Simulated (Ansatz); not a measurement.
Reaction (redistribution): `N#C[Si](F)(F)F` + `[SH][Mg][Cl]` → `N#C[Si](F)(F)Cl` + `[F][Mg][SH]`

Program: Ansatz. Geometries: PBE0-D4/def2-TZVP. ΔE: electronic, gas phase. CCSD(T)/CBS adds triple-zeta CCSD(T) − MP2 to the extrapolated MP2 energy (def2 sets, frozen cores). Functionals use def2-TZVPP. HSE06 is defined as in plane-wave codes. For Mg outer-core shells are correlated without core-valence functions, which leaves a few kJ/mol of doubt a bond. One conformer a species, not always the lowest.

| level | ΔE (kJ/mol) | difference from CCSD(T)/CBS |
| --- | --- | --- |
| LDA (SPW92) | 67.4 | -8.1 |
| BLYP-D4 | 62.1 | -13.4 |
| HSE06-D4 | 71.4 | -4.1 |
| B2PLYP | 75.3 | -0.2 |
| r2SCAN | 75.4 | -0.1 |
| PBE0 | 73.1 | -2.4 |
| LC-ωPBE | 69.0 | -6.5 |
| HF/def2-SVP | 81.8 | 6.3 |
| SCS-MP2/def2-TZVPP | 76.3 | 0.8 |
| CCSD/CBS(def2) | 78.9 | 3.4 |
| CCSD(T)/CBS | 75.5 | 0 |

Largest T1 diagnostic among the species: 0.013.

From BLYP to BHLYP (50 % exact exchange), in def2-TZVPP and without D4, ΔE moves by +17.8 kJ/mol. In def2-TZVPP, CCSD(T) changes the Hartree–Fock value by −23.9 kJ/mol (the triples alone add −3.4 kJ/mol) and MP2 by −29.0 kJ/mol. At CCSD(T), def2-SVP lies −13.4 kJ/mol from the extrapolated value and def2-TZVPP +3.0 kJ/mol.
